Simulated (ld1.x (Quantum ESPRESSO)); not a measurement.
## Plane-wave convergence, PAW potential for fluorine

ld1.x (Quantum ESPRESSO) 7.5 input, shortened:

```
&input
   title='F', zed=9., rel=0, dft='PBESOL', iswitch=3,
   config='[He] 2s2 2p5'
 /
 &inputp
   pseudotype=3, lpaw=.true., tm=.true., lloc=-1, rcloc=1.10,
   nlcc=.false.,
   which_augfun='BESSEL', rmatch_augfun=0.55
 /
4
2S  1  0   2.00   0.00  0.65  0.85  0.0
2S  1  0   0.00  -0.15  0.65  0.85  0.0
2P  2  1   5.00   0.00  1.05  1.35  0.0
2P  2  1   0.00  -0.40  1.05  1.35  0.0
 &test
   configts(1)='2s2 2p5'
 /
```

The pseudo-atom Hamiltonian at the reference potential is diagonalised in spherical Bessel functions j_l(qr) that vanish at 20 bohr, with q² up to the cutoff. All-electron valence levels (Ry): 2s -2.1786, 2p -0.8130.

How do the lowest levels (Ry) of each channel move with the cutoff, and are there ghosts?

| cutoff (Ry) | s #1 | s #2 | p #1 | p #2 | d #1 | f #1 | Σ f·Δε (mRy) |
| --- | --- | --- | --- | --- | --- | --- | --- |
| 8 | -1.9531 | -0.0013 | -0.0543 | 0.0542 | 0.0807 | 0.1213 | 4244.8 |
| 12 | -2.1034 | -0.0042 | -0.2284 | 0.0474 | 0.0807 | 0.1213 | 3073.5 |
| 21 | -2.1726 | -0.0055 | -0.6462 | 0.0436 | 0.0807 | 0.1213 | 845.9 |
| 30 | -2.1778 | -0.0056 | -0.7941 | 0.0428 | 0.0807 | 0.1213 | 96.2 |
| 45 | -2.1782 | -0.0056 | -0.8126 | 0.0427 | 0.0807 | 0.1213 | 3.0 |
| 55 | -2.1782 | -0.0056 | -0.8126 | 0.0427 | 0.0807 | 0.1213 | 2.7 |
| 80 | -2.1784 | -0.0056 | -0.8130 | 0.0427 | 0.0807 | 0.1213 | 0.7 |
| 100 | -2.1785 | -0.0056 | -0.8130 | 0.0427 | 0.0807 | 0.1213 | 0.3 |
| 400 | -2.1786 | -0.0056 | -0.8130 | 0.0427 | 0.0807 | 0.1213 | 0.0 |

Result: no extra level below or beside the all-electron valence levels (s, p, d, f tested); 10 mRy is reached at 40 Ry and 1 mRy at 80 Ry.
